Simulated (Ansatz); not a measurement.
`[NH2][Ga]1[CH2][Al]1[OH]` + H₂ → `[OH][Al]1[CH2][GaH]1` + NH₃ at 600 K and 1 bar (hydrogenolysis of a Ga–N bond).

Calculated with Ansatz (gas phase, PBE0-D4/def2-TZVP geometries, no zero-point term in ΔE). CCSD(T)/CBS is the MP2 limit (def2-TZVPP, def2-QZVPP) plus CCSD(T) − MP2 in def2-TZVPP, frozen cores. This one scheme is used for every species. For Ga outer-core shells are correlated without core-valence functions, which leaves a few kJ/mol of doubt a bond. Scalar relativity is left out up to krypton. One conformer a species, not always the lowest.

| species | CCSD(T)/CBS energy (Eh) | H − E (kJ/mol) | S (J/(mol·K)) |
| --- | --- | --- | --- |
| `[NH2][Ga]1[CH2][Al]1[OH]` | -2336.93535 | 237.1 | 488.6 |
| H₂ | -1.17544 | 43.9 | 150.8 |
| `[OH][Al]1[CH2][GaH]1` | -2281.59000 | 173.1 | 427.7 |
| NH₃ | -56.50880 | 112.4 | 219.5 |

H − E and S are ideal-gas, rigid-rotor, harmonic terms from PBE0-D4/def2-TZVP, for one conformer and one mirror image of each species. For small species the MP2-based limit differs from directly extrapolated CCSD(T) by up to some mEh (0.8 for H₂); such offsets cancel only in part. 1 Eh = 2625.50 kJ/mol, R = 8.31446 J/(mol·K).

Problem. By hand: ΔE, ΔH, ΔS and ΔG.

Solution. ΔE = (-2281.59000) + (-56.50880) − (-2336.93535) − (-1.17544) = 0.01199 Eh = 31.5 kJ/mol. Δ(H − E) = 173.1 + 112.4 − 237.1 − 43.9 = 4.5, so ΔH = 36.0 kJ/mol. ΔS = 427.7 + 219.5 − 488.6 − 150.8 = 7.8 J/(mol·K). ΔG = 36.0 − 600 × (7.8)/1000 = 31.3 kJ/mol.

Problem. By hand: the equilibrium constant, and the temperature at which ΔG would vanish if ΔH and ΔS stayed fixed.

Solution. log₁₀ K = −ΔG/(RT ln 10) = -2.7. ΔG = 0 at ΔH/ΔS = 4615 K, far beyond where these terms or the molecules hold.

The number of gas molecules stays the same, so ΔS is small and ΔH decides. A doubt of 5 kJ/mol in ΔE shifts log₁₀ K by 0.4 here. Other conformers and mirror images would add mixing entropy, several J/(mol·K) or more a flexible species. These are equilibria of isolated gas molecules and say nothing of rates. Largest T1 diagnostic: 0.015 (customary marks: 0.02 for closed shells, 0.045 for open ones).
